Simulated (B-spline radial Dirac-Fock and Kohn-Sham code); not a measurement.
# Successive ionisation energies of thallium: Dirac-Fock against NIST

These are calculated numbers from an atomic code on a B-spline grid; the model is ΔSCF Dirac-Fock with Breit, self-energy and vacuum polarisation, finite nucleus, configuration average. Each value is the difference of the configuration-average energies of two neighbouring ions in their tabulated ground configurations. No correlation. NIST's values refer to the lowest levels; many for high charge states are themselves semi-empirical or theoretical. Where a p, d or f shell is open in either ion the computed value averages over both j values and all terms, while the table refers to the lowest levels; that difference holds spin-orbit splitting (largest in heavy or highly charged ions), term energies where several electrons share open shells, and correlation, and it can reach 10 % or more.

| ion | configuration | computed (eV) | NIST (eV) | kind | NIST − computed (eV) |
| --- | --- | --- | --- | --- | --- |
| Tl⁸⁺ | [Xe] 4f14 5d5 | 136.1 | 135 ± 2.2 | theoretical | -1.08 |
| Tl⁹⁺ | [Xe] 4f14 5d4 | 155.2 | 158 ± 2.2 | theoretical | +2.79 |
| Tl¹⁰⁺ | [Xe] 4f14 5d3 | 174.9 | 177 ± 2.4 | theoretical | +2.10 |
| Tl¹¹⁺ | [Xe] 4f14 5d2 | 195.1 | 198 ± 2.5 | theoretical | +2.87 |
| Tl¹²⁺ | [Xe] 4f14 5d1 | 215.9 | 218.3 ± 2 | semi-empirical | +2.43 |
| Tl¹³⁺ | [Xe] 4f14 | 313.3 | 306.9 ± 1.4 | semi-empirical | -6.40 |
| Tl¹⁴⁺ | [Kr] 4d10 4f14 5s2 5p5 | 337.5 | 340 ± 17 | theoretical | +2.53 |
| Tl¹⁵⁺ | [Kr] 4d10 4f14 5s2 5p4 | 362.0 | 366 ± 19 | theoretical | +3.97 |
| Tl¹⁶⁺ | [Kr] 4d10 4f14 5s2 5p3 | 387.0 | 392 ± 20 | theoretical | +5.03 |
| Tl¹⁷⁺ | [Kr] 4d10 4f14 5s2 5p2 | 412.3 | 439 ± 22 | theoretical | +26.71 |
| Tl¹⁸⁺ | [Kr] 4d10 4f14 5s2 5p1 | 438.0 | 467 ± 24 | theoretical | +29.03 |
| Tl²²⁺ | [Kr] 4d10 4f13 | 670.5 | 640 ± 30 | theoretical | -30.47 |
| Tl²³⁺ | [Kr] 4d10 4f12 | 719.0 | 700 ± 30 | theoretical | -19.01 |
